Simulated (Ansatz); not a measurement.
## Relaxing a trial structure of CH4Al2B

The starting geometry of this gas-phase doublet was optimised with GFN2-xTB; its bonds are those of `B[C@@H]1[Al][AlH]1`.

```yaml
atoms:
  - { symbol: C, position_ang: [-0.5089, 0.1897, -1.1977] }
  - { symbol: Al, position_ang: [-2.2232, -0.4205, -0.2101] }
  - { symbol: Al, position_ang: [-1.1563, 1.8986, -0.2765] }
  - { symbol: B, position_ang: [0.2620, -0.0100, -2.5074] }
  - { symbol: H, position_ang: [1.3200, -0.5293, -2.5316] }
  - { symbol: H, position_ang: [-0.2157, 0.3385, -3.5271] }
  - { symbol: H, position_ang: [0.1241, -0.1317, -0.3112] }
  - { symbol: H, position_ang: [-0.7998, 3.4788, -0.1089] }
```

Problem. Where would you expect an optimisation with PBE0-D3(BJ)/def2-SVP to take it?

Solution. New bonds form, giving a structure with H6 bridging Al3 and B4, given below by its coordinates. Contacts that close: Al3–B4 (3.26 → 2.21 Å), Al3–H6 (3.73 → 1.87 Å).

The energy falls by 0.89 eV over 26 steps:

```json
{"step": "1", "E − E(last) (eV)": "0.892"}
{"step": "4", "E − E(last) (eV)": "0.632"}
{"step": "7", "E − E(last) (eV)": "0.527"}
{"step": "9", "E − E(last) (eV)": "0.478"}
{"step": "12", "E − E(last) (eV)": "0.421"}
{"step": "15", "E − E(last) (eV)": "0.382"}
{"step": "18", "E − E(last) (eV)": "0.187"}
{"step": "20", "E − E(last) (eV)": "0.049"}
{"step": "23", "E − E(last) (eV)": "0.000"}
{"step": "26", "E − E(last) (eV)": "0.000"}
```

Final geometry (Å):

```xyz
8

C    -0.2588    0.0654   -0.6710
Al   -2.3397    0.3257   -0.5577
Al   -0.1791    2.0150   -0.8819
B     0.3073    0.1932   -2.0344
H     0.9375   -0.5405   -2.7528
H     0.1312    1.3359   -2.5995
H     0.0374   -0.7827   -0.0448
H    -1.8335    2.2021   -1.1285
```

Frequencies at the end are all real (lowest 188 cm⁻¹). Open shells are spin-unrestricted. Run with Ansatz 0.2.0, 120 s on 2 threads of Intel(R) Xeon(R) Platinum 8259CL CPU @ 2.50GHz (Skylake/Cascade Lake), with other jobs on the host.
